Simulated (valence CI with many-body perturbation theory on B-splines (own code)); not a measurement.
# E1 line list for O²⁺

Calculated by configuration interaction combined with many-body perturbation theory (CI+MBPT): four valence electrons over a frozen Dirac-Fock core [He], a basis of 11 s, 11 p, 10 d, 8 f, 5 g, 2 h functions for each j, with the one-electron correlation potential Σ1 (screened to all orders), the two-electron term Σ2, the three-electron term Σ3, Breit, model QED; selected single and double excitations, second order for the rest, scaled by the run's own slope (own B-spline code, finite nucleus).

Set against measurement, 32 paired levels are off by 133 cm⁻¹ on average, the worst by 418. These come from a selection out of Moore, Selected Tables of Atomic Spectra, NSRDS-NBS 3, section 11. Levels without a partner in it may be off by more. Among the levels kept, up to 2100 cm⁻¹ of a level comes from second order outside the variational space, and about a tenth of that is noise between levels of different J, which matters for small intervals.

Lines 101 to 150 of 563 in falling wavelength, among levels below 418922 cm⁻¹, chosen from the strongest by gf and those to the six lowest levels. Wavelengths and rates use the calculated energies, so an error of 100 cm⁻¹ moves a line at 10210 Å by 1 % and its rate by three times that or more. Electric multipoles are in the length gauge, E1 and E2 with the static RPA response of the core. Weak lines are less certain than strong ones. Lines between different terms over intervals too small for the method are left out, as are lines whose strength nearly cancels. Where a level lies close to another of its J and parity, the split of strength between their lines is uncertain. The highest levels of a list are the least certain.

Names give the largest LS component (configuration and term), which can be under half, so a name can repeat, a term be missing and a line seem to break the LS rules; names also repeat where a configuration has a term twice. Letters in brackets count levels of one name in rising energy.

| λ vac (Å) | Upper | Lower | A (s⁻¹) | S (a.u.) |
| --- | --- | --- | --- | --- |
| 10210 | 2s2 2p 4p 3D_2 | 2s2 2p 4s 3P°_1 | 1.60e+07 | 4.21e+01 |
| 10200 | 2s2 2p 6p 3P_2 | 2s2 2p 5d 3P°_2 | 6.72e+06 | 1.76e+01 |
| 10190 | 2s2 2p 4p 3D_1 | 2s2 2p 4s 3P°_0 | 1.18e+07 | 1.85e+01 |
| 10070 | 2s2 2p 6p 3P_0 | 2s2 2p 5d 3D°_1 | 2.65e+07 | 1.34e+01 |
| 10070 | 2s2 2p 4d 1F°_3 | 2s2 2p 4p 1D_2 | 3.25e+07 | 1.15e+02 |
| 10040 | 2s2 2p 6p 1D_2 | 2s2 2p 5d 1F°_3 | 2.30e+07 | 5.75e+01 |
| 10010 | 2s2 2p 6p 1P_1 | 2s2 2p 5d 3F°_2 | 1.22e+07 | 1.81e+01 |
| 9967 | 2s2 2p 6p 3P_2 | 2s2 2p 5d 3D°_3 | 1.73e+07 | 4.23e+01 |
| 9944 | 2s2 2p 6p 3P_1 | 2s2 2p 5d 3D°_2 | 1.11e+07 | 1.62e+01 |
| 9940 | 2s2 2p 6p 3D_1 | 2s2 2p 5d 1D°_2 | 1.26e+07 | 1.84e+01 |
| 9765 | 2s2 2p 6p 1S_0 | 2s2 2p 5d 1P°_1 | 2.90e+07 | 1.33e+01 |
| 9742 | 2s2 2p 6p 3D_2 | 2s2 2p 5d 3F°_3 | 2.33e+07 | 5.31e+01 |
| 9724 | 2s2 2p 6p 3D_3 | 2s2 2p 5d 3F°_4 | 2.29e+07 | 7.26e+01 |
| 9679 | 2s2 2p 6p 3D_1 | 2s2 2p 5d 3F°_2 | 1.25e+07 | 1.68e+01 |
| 9551 | 2s2 2p 4d 3P°_2 | 2s2 2p 4p 3S_1 | 1.09e+07 | 2.34e+01 |
| 9212 | 2s2 2p 4p 3S_1 | 2s2 2p 4s 3P°_2 | 1.26e+07 | 1.46e+01 |
| 9174 | 2s2 2p 6s 3P°_1 | 2s2 2p 5p 3D_2 | 1.06e+07 | 1.21e+01 |
| 9139 | 2s2 2p 4d 3F°_2 | 2s2 2p 4p 3D_1 | 2.28e+07 | 4.30e+01 |
| 9127 | 2s2 2p 6d 1F°_3 | 2s 2p2 3s 1D_2 | 7.46e+06 | 1.96e+01 |
| 9106 | 2s2 2p 4d 3F°_4 | 2s2 2p 4p 3D_3 | 4.09e+07 | 1.37e+02 |
| 9083 | 2s2 2p 4d 3F°_3 | 2s2 2p 4p 3D_2 | 3.74e+07 | 9.67e+01 |
| 9070 | 2s2 2p 6s 3P°_2 | 2s 2p2 3d 5P_3 | 9.32e+06 | 1.72e+01 |
| 9031 | 2s2 2p 6d 3F°_4 | 2s2 2p 5f 3G_5 | 6.84e+06 | 2.24e+01 |
| 8946 | 2s2 2p 6s 3P°_2 | 2s2 2p 5p 3D_3 | 1.70e+07 | 3.00e+01 |
| 8910 | 2s2 2p 6s 3P°_2 | 2s2 2p 5p 3D_2 | 9.11e+06 | 1.59e+01 |
| 8907 | 2s2 2p 6s 3P°_0 | 2s2 2p 5p 3P_1 | 3.59e+07 | 1.25e+01 |
| 8894 | 2s2 2p 4d 1D°_2 | 2s2 2p 4p 3D_1 | 1.28e+07 | 2.22e+01 |
| 8762 | 2s2 2p 6s 3P°_1 | 2s2 2p 5p 1D_2 | 2.15e+07 | 2.14e+01 |
| 8679 | 2s2 2p 6s 3P°_2 | 2s2 2p 5p 3P_2 | 1.62e+07 | 2.61e+01 |
| 8588 | 2s2 2p 6s 3P°_2 | 2s2 2p 5p 3P_1 | 9.75e+06 | 1.52e+01 |
| 8548 | 2s2 2p 4d 3F°_2 | 2s2 2p 4p 1P_1 | 1.30e+07 | 2.00e+01 |
| 8453 | 2s2 2p 6g 3G°_3 [a] | 2s2 2p 5f 1D_2 | 6.78e+06 | 1.41e+01 |
| 8451 | 2s2 2p 6g 3F°_4 [a] | 2s2 2p 5f 3D_3 | 7.22e+06 | 1.93e+01 |
| 8448 | 2s2 2p 6s 1P°_1 | 2s2 2p 5p 3P_2 | 1.91e+07 | 1.71e+01 |
| 8376 | 2s2 2p 6g 3G°_5 [a] | 2s2 2p 5f 3G_4 | 7.78e+06 | 2.48e+01 |
| 8369 | 2s 2p2 3s 1D_2 | 2s2 2p 5s 1P°_1 | 1.08e+07 | 1.56e+01 |
| 8348 | 2s2 2p 6g 3H°_4 [a] | 2s2 2p 5f 3G_3 | 7.05e+06 | 1.82e+01 |
| 8333 | 2s2 2p 4d 1D°_2 | 2s2 2p 4p 1P_1 | 2.52e+07 | 3.59e+01 |
| 8310 | 2s2 2p 6h 3G_3 | 2s2 2p 5g 3F°_2 | 1.15e+08 | 2.29e+02 |
| 8309 | 2s2 2p 6h 3G_3 | 2s2 2p 5g 3F°_3 | 5.74e+06 | 1.14e+01 |
| 8308 | 2s2 2p 6h 3G_4 | 2s2 2p 5g 3F°_3 | 1.21e+08 | 3.09e+02 |
| 8304 | 2s2 2p 6h 3H_6 | 2s2 2p 5g 3H°_6 | 7.09e+06 | 2.61e+01 |
| 8302 | 2s2 2p 6h 1H_5 | 2s2 2p 5g 1H°_5 | 7.07e+06 | 2.20e+01 |
| 8299 | 2s2 2p 6s 1P°_1 | 2s2 2p 5p 1D_2 | 1.52e+07 | 1.29e+01 |
| 8293 | 2s2 2p 6f 3F_4 [a] | 2s2 2p 5d 1F°_3 | 6.11e+06 | 1.55e+01 |
| 8288 | 2s2 2p 6h 1I_6 | 2s2 2p 5g 1H°_5 | 1.31e+08 | 4.79e+02 |
| 8283 | 2s2 2p 6h 3I_7 | 2s2 2p 5g 3H°_6 | 1.33e+08 | 5.60e+02 |
| 8273 | 2s2 2p 6h 3H_4 [b] | 2s2 2p 5g 1F°_3 | 1.15e+08 | 2.89e+02 |
| 8271 | 2s2 2p 6h 3G_5 [b] | 2s2 2p 5g 3F°_4 [b] | 1.19e+08 | 3.64e+02 |
| 8266 | 2s2 2p 6g 3G°_5 [b] | 2s2 2p 5f 1G_4 | 3.97e+06 | 1.22e+01 |
